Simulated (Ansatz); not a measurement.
Nb₃⁻. Charge -1, multiplicity 1. Geometry PBE0-D4/def2-TZVPD; atoms count from 1.

Cartesian coordinates in Å:
```
Nb -0.5144 1.1482 0.3809
Nb 0.3785 -0.8811 0.8990
Nb 0.1360 -0.2671 -1.2799
```

In the def2 sets Nb takes a core potential; there is no spin–orbit coupling. The restricted singlet is unstable: a solution with broken spin symmetry lies lower. The highest occupied level of the charge -1 singlet lies above zero (up to 0.51 eV). Its loss leaves the charge 0 doublet, which lies 0.55 eV higher (vertical, at PBE0-D4/def2-TZVPD), but this difference is unsure: the doublet is doubtful (geometry relaxed on an unsound state). The geometry of the singlet was relaxed on an unsound state (restricted singlet, unstable towards broken spin symmetry). At PBE0-D4/def2-TZVPD a triplet of charge -1 lies 0.48 eV below the restricted singlet, each at its own geometry. That triplet is doubtful there (⟨S²⟩ 2.37, where a pure state has 2.00). The structure comes from a short search, and lower isomers may exist.

Question: Estimate the Mulliken populations from the PBE0/def2-TZVPD orbitals of Ansatz.

Answer: 
```
atom  charge (e)  d electrons
 Nb1       -0.33         4.28
 Nb2       -0.33         4.28
 Nb3       -0.33         4.28
```
Mulliken values and Mayer orders depend strongly on the basis. With diffuse functions, as here, like atoms can get unlike values, and bond orders can come out too low or too high.

Question: And the Mayer bond orders between bonded heavy atoms (over 0.3)?

Answer: Nb1–Nb2 2.88 (2.28 Å); Nb1–Nb3 2.88 (2.28 Å); Nb2–Nb3 2.88 (2.28 Å).
